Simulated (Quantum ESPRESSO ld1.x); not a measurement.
Results of a calculation; reference values are marked as such.
All-electron atom: Re in [Kr] 4d10 4f14 5s2 5p4 5d5 6s2 5f2 (not the ground configuration). Code: ld1.x of Quantum ESPRESSO 7.5. Model: Dirac Kohn-Sham, revPBE, spin-unpolarised, spherical densities, point nucleus; open shells are shared between the two j in proportion to 2j + 1. Some entries of the table are withheld. Estimate them.

orbital,occ.,eigenvalue (eV),r(max) (bohr)
1s1/2,2,-71590.0,0.01123
2s1/2,2,-12422.8,0.06470
2p1/2,2,-11885.8,0.04802
2p3/2,4,-10445.9,0.05496
3s1/2,2,-2893.70,0.1822
3p1/2,2,-2654.44,0.1705
3p3/2,4,-2341.72,0.1847
3d3/2,4,-1940.88,(1)
3d5/2,6,-1873.00,(2)
4s1/2,2,-622.318,(3)
4p1/2,2,-522.553,0.4125
4p3/2,4,-449.640,0.4423
4d3/2,4,(4),0.4382
4d5/2,6,(5),0.4476
5s1/2,2,(6),0.9333
5p1/2,1.33333,-75.4944,0.9943
4f5/2,6,-66.5484,0.4144
4f7/2,8,-64.0167,0.4192
5p3/2,2.66667,-63.8513,1.073
5d3/2,2,(7),1.315
5d5/2,3,(8),1.350
6s1/2,2,-17.1012,2.276
6p1/2,0,-10.4480,2.641
6p3/2,0,-8.9935,2.854
7s1/2,0,-3.4944,5.931
5f5/2,0.857143,-0.5988,9.383
5f7/2,1.14286,-0.5980,9.391

Answer. 
(1) 3d3/2 r(max) (bohr): 0.1445
(2) 3d5/2 r(max) (bohr): 0.1485
(3) 4s1/2 r(max) (bohr): 0.4130
(4) 4d3/2 eigenvalue (eV): -286.077
(5) 4d5/2 eigenvalue (eV): -272.600
(6) 5s1/2 eigenvalue (eV): -106.258
(7) 5d3/2 eigenvalue (eV): -22.6807
(8) 5d5/2 eigenvalue (eV): -21.4448
